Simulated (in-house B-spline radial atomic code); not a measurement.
Configurations of Li⁺, with energies counted from 1s2. Method: Dirac-Hartree-Fock, average of configuration, Fermi nucleus of rms radius 2.444 fm. Calculated with a B-spline radial code for spherical atoms. Energies include first-order Breit, QED and recoil terms.

```json
{"configuration": "1s1 (3p1/2)1", "E - E(ref) (eV)": "68.287", "highest orbital": "3p1/2", "its <r> (bohr)": "6.112"}
{"configuration": "1s1 (4p3/2)1", "E - E(ref) (eV)": "71.002", "highest orbital": "4p3/2", "its <r> (bohr)": "11.32"}
{"configuration": "1s1 (5p3/2)1", "E - E(ref) (eV)": "72.251", "highest orbital": "5p3/2", "its <r> (bohr)": "18.02"}
{"configuration": "1s1 (5g7/2)1", "E - E(ref) (eV)": "72.278", "highest orbital": "5g7/2", "its <r> (bohr)": "13.75"}
```

(1) Order these further configurations by energy, lowest first.
A. 1s1 (3d3/2)1
B. 1s1 (4d3/2)1
C. 1s1 (2p1/2)1
D. 1s1 (4f7/2)1
E. 1s1 (5d3/2)1

Answers

(1) C (60.458 eV), A (68.406 eV), B (71.052 eV), D (71.053 eV), E (72.277 eV).
